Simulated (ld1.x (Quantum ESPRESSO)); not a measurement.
# Reading a pseudo-wave (praseodymium (Pr))

Columns: radius, all-electron u(r) and pseudo u(r) of the 6s shell (level -3.39 eV) of praseodymium in the configuration [Kr] 4d10 4f3 5s2 5p6 5d0 6s2 6p0; LDA (PZ), non-relativistic, ultrasoft scheme, ld1.x (Quantum ESPRESSO) 7.5.

| r (bohr) | all-electron | pseudo |
| --- | --- | --- |
| 0.165 | 0.0703 | 0.1660 |
| 0.330 | -0.0078 | 0.3151 |
| 0.495 | -0.1511 | 0.4327 |
| 0.660 | -0.0843 | 0.5088 |
| 0.825 | 0.0620 | 0.5387 |
| 0.990 | 0.1817 | 0.5236 |
| 1.155 | 0.2410 | 0.4695 |
| 1.320 | 0.2424 | 0.3862 |
| 1.485 | 0.2009 | 0.2849 |
| 1.650 | 0.1324 | 0.1762 |
| 1.815 | 0.0501 | 0.0690 |
| 1.980 | -0.0365 | -0.0309 |
| 2.145 | -0.1210 | -0.1207 |
| 2.310 | -0.1994 | -0.2001 |
| 2.475 | -0.2695 | -0.2697 |
| 2.640 | -0.3304 | -0.3304 |
| 2.805 | -0.3819 | -0.3819 |
| 2.970 | -0.4243 | -0.4243 |
| 3.135 | -0.4583 | -0.4583 |
| 3.300 | -0.4845 | -0.4845 |
| 3.465 | -0.5038 | -0.5038 |
| 3.630 | -0.5169 | -0.5169 |
| 3.795 | -0.5246 | -0.5246 |
| 3.960 | -0.5275 | -0.5275 |
| 4.125 | -0.5264 | -0.5264 |
| 4.290 | -0.5217 | -0.5217 |

(1) How many radial nodes do the two functions have?

(2) At about which radius was the pseudo-wave matched?

(3) Is the pseudo-wave norm-conserving?

## Answers

(1) The all-electron 6s function has n − l − 1 = 5 (the table is too coarse to show those close to the nucleus); the pseudo-wave has 1, since 1 lower shell of the same l stays in the valence.

(2) 2.65 bohr. The columns agree to 0.0005 from 2.48 bohr on; several derivatives are matched, so the curves merge somewhat inside the radius.

(3) No, it belongs to an ultrasoft set: the norm inside the radius is not constrained, and the difference is carried by the augmentation charge.
